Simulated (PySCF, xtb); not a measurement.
Te(Br)(Et) (C₂H₅BrTe), SMILES CC[Te]Br.

GFN2-xTB in xtb at its own geometry gives an orbital gap of 3.09 eV and a dipole moment of 5.97 D.

Coordinates come from a B3LYP-D3(BJ)/def2-SVP optimisation. The def2 effective core potentials stand for the cores of Te; spin–orbit coupling is left out. One conformer was computed; it need not be the lowest.

### Question
What does PBE/def2-TZVP (PySCF) give? (Estimate from the structure and the level; the computed values follow.)

### Answer
gap 1.76 eV (levels -5.12 and -3.36 eV), dipole 2.46 D.
